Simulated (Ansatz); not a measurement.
Consider the substitution at a C–Si bond: `C[Si](C)(N)N` + `[OH][Sn][SH]` → `C[S][Sn][OH]` + `C[SiH](N)N`.

Isolated molecules relaxed with PBE0-D4/def2-TZVP in Ansatz; ΔE leaves out vibrations. CBS: MP2 limit from def2 TZ/QZ plus the TZ coupled-cluster correction, frozen cores. def2 core potentials past Kr. For Sn outer-core shells are correlated without core-valence functions, which leaves a few kJ/mol of doubt a bond. Each species was taken in one conformer, which may not be the lowest.

```tsv
species	CCSD/CBS(def2) energy (Eh)
`C[Si](C)(N)N`	-480.67548
`[OH][Sn][SH]`	-688.21451
`C[S][Sn][OH]`	-727.46104
`C[SiH](N)N`	-441.40483
```

(1) Work out ΔE.

Largest T1 diagnostic among the species: 0.017.

Results:

(1) ΔE = (-727.46104) + (-441.40483) − (-480.67548) − (-688.21451) = 0.02412 Eh = +63.3 kJ/mol. CCSD(T)/CBS gives +61.7 kJ/mol.

At CCSD(T), def2-SVP lies −4.2 kJ/mol from the extrapolated value and def2-TZVPP +1.1 kJ/mol. Leaving LDA and LC-ωPBE aside and taking each functional with its dispersion term where it has one, the values, not all of them listed here, spread over 8.2 kJ/mol, from BLYP-D4 to ωB97M-V.
